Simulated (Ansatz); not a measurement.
Species: CsCl, charge 0, singlet. CsCl (SMILES [Cl][Cs]).
B3LYP-D3(BJ)/def2-TZVP minimum from Ansatz (an electronic-structure program):
```xyz
2

Cs     0.0000     0.0000    -0.6988
Cl     0.0000     0.0000     2.2608
```

Total energies in hartree (Ansatz). Radicals and triplets start from unrestricted determinants; spin-orbit coupling is neglected. Cores are frozen in correlated methods (noble-gas shells, and filled d and f shells in the p block). Past Kr the def2 sets carry scalar-relativistic core potentials. For partners of very few electrons the exact lower level stands in for a higher one.

```tsv
species	HF/def2-TZVPP	CCSD(T)/def2-TZVPP	HF/def2-QZVPP	CCSD(T)/def2-QZVPP	CCSDT(Q)/def2-QZVPP
1: CsCl (SMILES [Cl][Cs])	-479.45339	-479.67704	-479.46830	-479.71633	-479.71721
2: Cs (doublet)	-19.85520	-19.85520	-19.85522	-19.85522	-19.85522
3: Cl (doublet)	-459.47685	-459.66464	-459.48954	-459.69535	-459.69632
```

Question: Work out the atomisation energy (electronic, to ground-state atoms) in kcal/mol: take Hartree-Fock from def2-QZVPP, extrapolate the CCSD(T) correlation energy as X^-3 (X = 3, 4), and add CCSDT(Q) - CCSD(T) in def2-QZVPP. 1 hartree = 627.51 kcal/mol.

Answer: 
Species 1: correlation (64·(-0.24803) - 27·(-0.22365))/37 = -0.26582; step -0.00088; E1 = -479.46830 + (-0.26582) + (-0.00088) = -479.73500
Species 2: correlation (64·(0.00000) - 27·(0.00000))/37 = 0.00000; step +0.00000; E2 = -19.85522 + (0.00000) + (+0.00000) = -19.85522
Species 3: correlation (64·(-0.20581) - 27·(-0.18779))/37 = -0.21896; step -0.00097; E3 = -459.48954 + (-0.21896) + (-0.00097) = -459.70947
-1·E1 +1·E2 +1·E3 = 0.17031 hartree = 106.9 kcal/mol.
